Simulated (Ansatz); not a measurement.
Consider the hydrogenolysis of a Ga–S bond: `C[S][Ga]([CH3])[F]` + H₂ → `[CH3][GaH][F]` + CH₃SH.

Program: Ansatz. Geometries: PBE0-D4/def2-TZVP. ΔE: electronic, gas phase. CCSD(T)/CBS is the MP2 limit (def2-TZVPP, def2-QZVPP) plus CCSD(T) − MP2 in def2-TZVPP, frozen cores. This one scheme is used for every species. DFT in def2-TZVPP. B3LYP here is the variant with VWN-RPA as its local correlation; programs differ in this. For Ga outer-core shells are correlated without core-valence functions, which leaves a few kJ/mol of doubt a bond. Scalar relativity is left out up to krypton. One conformer a species, not always the lowest.

**Question.** Is it downhill or uphill in electronic energy at CCSD(T)/CBS, and by how much? (Best estimate.)

**Answer.** The calculation gave: Uphill: ΔE = +0.75 eV.

**Question.** What do these levels give: PBE-D4, B3LYP-D4, ωB97M-V, PBE, revPBE, CCSD/def2-SVP? (An estimate is asked.)

**Answer.** Computed: PBE-D4 0.76, B3LYP-D4 0.72, ωB97M-V 0.67, PBE 0.67, revPBE 0.65, CCSD/def2-SVP 0.62 eV.

Largest T1 diagnostic among the species: 0.013.

From r2SCAN to r2SCAN0 (25 % exact exchange), in def2-TZVPP and without D4, ΔE moves by −0.04 eV. At CCSD(T), def2-SVP lies −0.09 eV from the extrapolated value and def2-TZVPP −0.04 eV. In def2-TZVPP, CCSD(T) changes the Hartree–Fock value by +0.23 eV (the triples alone add +0.06 eV) and MP2 by +0.32 eV.
